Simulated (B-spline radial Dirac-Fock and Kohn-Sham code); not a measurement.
## EELS cross sections of the Ho M3 edge

System: neutral holmium, 1s2 2s2 2p6 3s2 3p6 3d10 4s2 4p6 4d10 4f11 5s2 5p6 6s2. Calculated with a radial B-spline solver, using the first Born approximation with generalised oscillator strengths from a Dirac-Hartree-Slater potential (longitudinal and transverse terms; continuum final states only, so no white lines or fine structure). The edge is taken at 1741.0 eV (tabulated value).

Partial cross sections σ(β, Δ) in barn, integrated over a window Δ above the edge and up to the collection semi-angle β, for parallel illumination:

| E₀ (kV) | β (mrad) | Δ = 25 eV | Δ = 50 eV | Δ = 100 eV | Δ = 200 eV | Δ = 300 eV |
| --- | --- | --- | --- | --- | --- | --- |
| 60 | 10 | 10.5 | 20.0 | 37.5 | 67.2 | 91.0 |
| 60 | 20 | 29.7 | 57.1 | 108 | 196 | 267 |
| 60 | 100 | 106 | 220 | 439 | 823 | 1150 |
| 100 | 5 | 4.90 | 9.27 | 17.3 | 30.9 | 41.8 |
| 100 | 50 | ? | ? | ? | ? | ? |
| 100 | 100 | 85.6 | 179 | 359 | 678 | 950 |
| 120 | 50 | 63.6 | 128 | 250 | 465 | 648 |
| 200 | 5 | 9.20 | 17.4 | 32.6 | 58.6 | 79.8 |
| 200 | 10 | 21.3 | 40.7 | 76.9 | 140 | 193 |
| 200 | 20 | 36.7 | 71.4 | 137 | 252 | 349 |
| 200 | 50 | 56.3 | 115 | 226 | 423 | 591 |
| 300 | 5 | 12.8 | 24.2 | 45.6 | 82.5 | 113 |
| 300 | 20 | 37.5 | 73.4 | 141 | 261 | 363 |
| 300 | 100 | 55.6 | 116 | 233 | 442 | 624 |

Q: Give the row for 100 kV and 50 mrad.

A: 66.3 b for 25 eV, 133 b for 50 eV, 259 b for 100 eV, 481 b for 200 eV, 668 b for 300 eV.
